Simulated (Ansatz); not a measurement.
`N[SiH2]B(O)O` + `C=C[O][InH][F]` → `C=COB(O)O` + `N[SiH2][InH][F]`  (redistribution)

Gas-phase electronic energies from Ansatz, PBE0-D4/def2-TZVP geometries. CCSD(T)/CBS is the MP2 limit (def2-TZVPP, def2-QZVPP) plus CCSD(T) − MP2 in def2-TZVPP, frozen cores. Functionals use def2-TZVPP. B3LYP here is the variant with VWN-RPA as its local correlation; programs differ in this. def2 core potentials past Kr. For In outer-core shells are correlated without core-valence functions, which leaves a few kJ/mol of doubt a bond. One conformer a species, not always the lowest.

| level | ΔE (kcal/mol) |
| --- | --- |
| r2SCAN-D4 | -34.4 |
| r2SCAN0-D4 | -37.0 |
| B2PLYP | -34.4 |
| PBE-QIDH | -35.5 |
| B3LYP | -35.7 |
| BHLYP | -38.3 |
| CAM-B3LYP | -36.1 |
| CCSD/CBS(def2) | -35.2 |

Question: What does CCSD(T)/CBS give? (Best estimate.)

Answer: Ansatz gave: -33.5 kcal/mol. The listed levels differ from it by -0.9, -3.5, -0.9, -2.0, -2.2, -4.8, -2.6, -1.7 kcal/mol.

Question: What do rigid-rotor, harmonic-oscillator terms from PBE0-D4/def2-TZVP frequencies (298.15 K, 1 bar) make of the CCSD(T)/CBS value? (Estimate.)

Answer: Ansatz gave: ΔZPE = +0.5 kcal/mol, ΔH = -32.9 kcal/mol, ΔS = 2 J/(mol·K), ΔG = -33.1 kcal/mol. Modes under 50 cm⁻¹ make the entropy rough.

Largest T1 diagnostic among the species: 0.017.

Leaving LDA and LC-ωPBE aside and taking each functional with its dispersion term where it has one, the values, not all of them listed here, spread over 6.8 kcal/mol, from BHLYP-D4 to revPBE-D4. LDA lies −3.4 kcal/mol from PBE without D4. In def2-TZVPP, CCSD(T) changes the Hartree–Fock value by +5.8 kcal/mol (the triples alone add +1.7 kcal/mol) and MP2 by +5.3 kcal/mol. From PBE to PBE0 (25 % exact exchange), in def2-TZVPP and without D4, ΔE moves by −3.0 kcal/mol.

CCSD(T)/CBS has its own doubt, a few kJ/mol and more with outer-core shells, so smaller differences from it don't rank the levels.
